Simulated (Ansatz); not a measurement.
`O[Si](O)(O)[O][Ti]([OH])([OH])[O][Si](O)(O)O` at its PBE0-D4/def2-TZVP geometry, where that method's forces vanish. The species carries charge 0 and has multiplicity 1.

```xyz
21

O     1.9963    3.0407    1.0549
Si    0.6871    2.1698    0.6148
O     0.9887    1.7546   -0.9565
O    -0.7126    2.9955    0.6370
O     0.4880    0.8890    1.5703
Ti   -0.1827   -0.8097    1.5935
O     1.1326   -1.9956    1.3870
O    -1.1364   -1.1192    3.0837
O    -1.1453   -1.0102    0.0870
Si   -0.8799   -1.4029   -1.4713
O    -2.0964   -2.2384   -2.1550
O     0.4142   -2.4206   -1.3888
O    -0.6221   -0.0789   -2.3682
H     2.1776    3.1144    1.9928
H     1.9181    1.6913   -1.1869
H    -0.7872    3.7514    0.0532
H     1.2222   -2.4365    0.5282
H    -1.2102   -1.8910    3.6460
H    -2.7809   -1.7195   -2.5798
H     0.6263   -2.9138   -2.1823
H    -0.0973    0.6298   -1.9597
```

**Question.** What forces (eV/Å) does r2SCAN-D4/def2-TZVPP give on these atoms in the Gaussian-basis code of Ansatz? (An estimate is asked.)

**Answer.** The calculation gave: 
```
O1   0.061  0.035  0.000
Si2  0.008 -0.011  0.011
O3  -0.005  0.008 -0.062
O4  -0.070  0.011  0.009
O5   0.081  0.200  0.078
Ti6 -0.007  0.052 -0.028
O7   0.259 -0.219 -0.003
O8  -0.192  0.018  0.255
O9  -0.186 -0.027 -0.154
Si10 0.028  0.019 -0.001
O11 -0.037 -0.049 -0.020
O12  0.037 -0.044  0.034
O13 -0.008  0.062 -0.059
H14  0.008  0.008  0.020
H15  0.025 -0.015 -0.019
H16 -0.009  0.020 -0.013
H17 -0.005 -0.006 -0.035
H18  0.008 -0.055  0.019
H19 -0.018  0.006 -0.010
H20  0.009 -0.016 -0.027
H21  0.011  0.002  0.003
```
